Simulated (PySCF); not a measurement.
SiBr2, SMILES Br[Si]Br (connectivity only; charge and spin as stated), neutral, multiplicity 1.

Coordinates come from a PBE0-D3(BJ)/def2-TZVP optimisation. The isomer is the one that the SMILES or the coordinates give; other isomers of the formula were not compared.

All values below come from PBE/def2-TZVPD (PySCF).

Isolated molecule, no solvent.

Computed frontier levels, gap, dipole moment and polarisability:
highest occupied level: -6.52 eV
lowest empty level: -3.83 eV
orbital gap: 2.69 eV
dipole moment: 0.72 D
quadrupole, principal values (traceless, Buckingham form, about the centre of nuclear charge): -2.28, 0.20, 2.08 D·Å
mean static polarisability: 78.5 bohr³ (11.64 Å³)
polarisability, principal values: 57.0, 75.8, 102.8 bohr³
